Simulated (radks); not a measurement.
Numerical settings for the chlorine ion Cl3+, [Ne] 3s2 3p2. Calculated with a radial shooting solver on a logarithmic mesh with Libxc functionals: non-relativistic Kohn-Sham, PBEsol, spin-unpolarised, spherical densities, point nucleus. The defaults (mesh step 0.008 in ln r, mesh end at 40 bohr or more with all orbitals vanishing there, Anderson mixing 0.5 over 9 steps, residual threshold near 1e-9 with the energy settled to 1e-9 hartree or 1e-11 of itself, here a cap of 56 iterations) give E = -456.4265 hartree and 3p at -45.061 eV in 13 iterations. Run on one thread of a shared host, so times are rough (Intel(R) Xeon(R) 6975P-C): 0.04 s of CPU time, 0.04 s wall, 13 iterations on 2476 mesh points. Changes against that run (0 stands for a change within the tolerance of the run):

\begin{tabular}{lrrrrr}
setting & iterations & converged & E (mhartree) & e(3p) (meV) & CPU (s) \\ \hline
mesh step in ln r 0.08 & 2 & no & diverged & - & 0 \\
mesh step in ln r 0.12 & 4 & no & diverged & - & 0 \\
mesh step in ln r 0.003 & 13 & yes & 0 & 0 & 0.1 \\
mesh end (bohr) 20 & 13 & yes & 0 & 0 & 0.04 \\
mesh end (bohr) 3 & 13 & yes & +186 & +3.31e+03 & 0.03 \\
residual threshold 0.001 & 8 & yes & 0 & -0.986 & 0.03 \\
residual threshold 1e-13 & 56 & no & 0 & 0 & 0.1 \\
mixing 1 & 10 & yes & 0 & 0 & 0.03 \\
linear mixing, mixing 0.5 & 30 & yes & 0 & 0 & 0.07 \\
linear mixing, mixing 1 & 27 & yes & 0 & 0 & 0.07 \\
mixing history 3 & 15 & yes & 0 & 0 & 0.04 \\
iteration cap 8 & 8 & no & 0 & +0.00341 & 0.03 \\
\end{tabular}

Settings that end as converged yet miss the energy by more than 1 mhartree: mesh end (bohr) 3 (+0.186 hartree). A mesh that ends early acts as a hard wall.
